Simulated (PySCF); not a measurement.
# Working out the excitation energy of O⁺

O⁺ [He] 2s2 2p3 (4S) → O⁺ [He] 2s2 2p2 3s1 (4P). All numbers are calculated (PySCF 2.14, the spin-free X2C one-electron Hamiltonian (Gaussian nucleus), in aug-cc-pCVTZ-DK). Frozen: nothing. Energies in hartree (1 hartree = 27.21139 eV):

```tsv
part	O⁺ (lower)	O⁺ (upper)
UHF	-74.423423	-73.587565
MP2 opposite-spin	-0.117203	-0.114966
MP2 same-spin	-0.036031	-0.023206
```

Q: What does Hartree-Fock give?

A: (-73.587565) − (-74.423423) = 0.835858 hartree = 22.745 eV.

Q: What do MP2 and SCS-MP2 (6/5 opposite-spin, 1/3 same-spin) give?

A: The opposite-spin parts differ by 0.061 eV and the same-spin parts by 0.349 eV. MP2: 22.745 + (0.061) + (0.349) = 23.155 eV. SCS-MP2: 22.745 + 1.2 × (0.061) + (0.349)/3 = 22.935 eV.

Measured between the centres of the two terms (NIST): 22.987 eV, so MP2 (valence and next inner shell) is off by 0.168 eV.

What remains against the reference includes basis incompleteness and correlation beyond second order.
